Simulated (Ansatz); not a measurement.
CH8O3Si2, SMILES C[Si](O)(O)[SiH2]O.

Coordinates come from a TPSSh-D3(BJ)/def2-SVP optimisation. This is a generated structure with no PubChem entry under its InChIKey; it may be hypothetical. Other conformers were not sampled.

Two levels are set side by side: PBE/def2-SVPD (Ansatz, an electronic-structure program) and PBE0/def2-SVPD (Ansatz). Energy differences of separate SCF runs at the same geometry; the states with an electron removed or added have multiplicity 2 and 2. Differences are taken from unrounded values.

| quantity | PBE0 | PBE | PBE minus PBE0 |
|---|---|---|---|
| vertical ionisation energy (eV) | 9.71 | 9.34 | -0.37 |
| vertical singlet–triplet gap (eV) | 5.42 | 5.04 | -0.38 |
